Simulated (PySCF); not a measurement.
C3F6O, SMILES O=C(C(F)(F)F)C(F)(F)F. Heavy atoms are numbered as in [O:1]=[C:2]([C:3]([F:4])([F:5])[F:6])[C:7]([F:8])([F:9])[F:10].

Geometry optimised at PBE-D3(BJ)/def2-SVP.

Computed with PBE0/pcSseg-1 (PySCF).

GIAO shieldings, no solvent; atoms alike by connectivity are averaged. δ = σ(ref) − σ: ¹⁷O against H2O (σ = 334.2 ppm); ¹³C against TMS (σ = 186.3 ppm); ¹⁹F against CFCl3 (σ = 167.2 ppm), references at their B3LYP-D3(BJ)/def2-TZVP geometries, non-relativistic.

```tsv
nucleus	atoms	count	δ (ppm)
¹⁷O	O1	1	710.5
¹³C	C2	1	188.2
¹³C	C3	2	126.4
¹⁹F	F4	6	-86.8
```
